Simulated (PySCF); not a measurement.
AlH6NO2Si, SMILES [Al]([SiH2]N)([OH])[OH].

Coordinates come from a B3LYP-D3(BJ)/def2-SVP optimisation. The structure was generated by enumeration; whether it is a known compound was not checked. Other conformers were not sampled.

All values below come from CAM-B3LYP/def2-TZVP run with PySCF.

The molecule is in vacuum.

| Property | Result |
|---|---|
| total energy | -740.92699 hartree |
| highest occupied level | -8.51 eV |
| lowest empty level | 0.53 eV |
| orbital gap | 9.03 eV |
| dipole moment | 2.23 D |
| quadrupole, principal values (traceless, Buckingham form, about the centre of nuclear charge) | -8.45, -6.11, 14.57 D·Å |
| mean static polarisability | 66.0 bohr³ (9.77 Å³) |
| polarisability, principal values | 55.8, 65.3, 76.7 bohr³ |
